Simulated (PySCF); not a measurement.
Method: B3LYP-D3(BJ)/def2-TZVP // PBE-D3(BJ)/def2-SVP (PySCF). All species are isolated molecules in the gas phase. One relaxed conformer stands for a flexible species; it need not be the lowest. B3LYP has the VWN-RPA correlation part, as in Gaussian. 

Reference species: [Ta(F)2(NH2)3] (neutral, multiplicity 1).

```json
{
  "coordination_number": "5",
  "HOMO": "-7.20 eV",
  "mean_distance_from_the_central_atom_to_its_bonded_neighbours": "1.970 Å"
}
```

Changed species: [Ta(F)(NH2)4] (4 of 5 F replaced by NH2; the reference has 3 of 5 F replaced by NH2).

**Question.** What does the change do to the coordination number, HOMO and mean distance from the central atom to its bonded neighbours?

**Answer.** the coordination number hardly moves; the HOMO rises by 0.28 eV, to -6.92 eV; the mean distance from the central atom to its bonded neighbours rises by 0.028 Å, to 1.998 Å.
